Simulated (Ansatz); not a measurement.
Consider the ligand exchange at the Si–Cl bond: `F[SiH](Cl)[SiH2]Cl` + H–F → `F[SiH](F)[SiH2]Cl` + HCl.

Isolated molecules relaxed with PBE0-D4/def2-TZVP in Ansatz; ΔE leaves out vibrations. CBS: MP2 limit from def2 TZ/QZ plus the TZ coupled-cluster correction, frozen cores. This one scheme is used for every species. DFT in def2-TZVPP. B3LYP here is the variant with VWN-RPA as its local correlation; programs differ in this. Each species was taken in one conformer, which may not be the lowest.

```json
{"level": "PBE-D4", "ΔE (kJ/mol)": "-32.8", "difference from CCSD(T)/CBS": "5.9"}
{"level": "r2SCAN-D4", "ΔE (kJ/mol)": "-41.1", "difference from CCSD(T)/CBS": "-2.4"}
{"level": "B3LYP-D4", "ΔE (kJ/mol)": "-42.7", "difference from CCSD(T)/CBS": "-4.0"}
{"level": "ωB97X-V", "ΔE (kJ/mol)": "-42.7", "difference from CCSD(T)/CBS": "-4.0"}
{"level": "ωB97M-V", "ΔE (kJ/mol)": "-41.2", "difference from CCSD(T)/CBS": "-2.5"}
{"level": "B2PLYP", "ΔE (kJ/mol)": "-46.0", "difference from CCSD(T)/CBS": "-7.3"}
{"level": "PBE", "ΔE (kJ/mol)": "-36.3", "difference from CCSD(T)/CBS": "2.4"}
{"level": "r2SCAN", "ΔE (kJ/mol)": "-41.9", "difference from CCSD(T)/CBS": "-3.2"}
{"level": "PBE0", "ΔE (kJ/mol)": "-36.1", "difference from CCSD(T)/CBS": "2.6"}
{"level": "MP2/def2-TZVPP", "ΔE (kJ/mol)": "-37.8", "difference from CCSD(T)/CBS": "0.9"}
{"level": "SCS-MP2/def2-TZVPP", "ΔE (kJ/mol)": "-44.1", "difference from CCSD(T)/CBS": "-5.4"}
{"level": "CCSD/def2-TZVPP", "ΔE (kJ/mol)": "-46.0", "difference from CCSD(T)/CBS": "-7.3"}
{"level": "MP2/def2-QZVPP", "ΔE (kJ/mol)": "-35.7", "difference from CCSD(T)/CBS": "3.0"}
{"level": "SCS-MP2/def2-QZVPP", "ΔE (kJ/mol)": "-42.1", "difference from CCSD(T)/CBS": "-3.4"}
{"level": "MP2/CBS(def2)", "ΔE (kJ/mol)": "-33.1", "difference from CCSD(T)/CBS": "5.6"}
{"level": "CCSD/CBS(def2)", "ΔE (kJ/mol)": "-41.4", "difference from CCSD(T)/CBS": "-2.7"}
{"level": "CCSD(T)/CBS", "ΔE (kJ/mol)": "-38.7", "difference from CCSD(T)/CBS": "0"}
```

Largest T1 diagnostic among the species: 0.012.

In def2-TZVPP, CCSD(T) changes the Hartree–Fock value by +11.6 kJ/mol (the triples alone add +2.6 kJ/mol) and MP2 by +17.2 kJ/mol. The D4 term adds +5.9 kJ/mol with B3LYP and +3.2 kJ/mol with PBE0; it sums over pairs of atoms, weighted by their polarisabilities, and B3LYP, whose exchange is more repulsive, gets the larger term.

CCSD(T)/CBS has its own doubt, a few kJ/mol and more with outer-core shells, so smaller differences from it don't rank the levels.
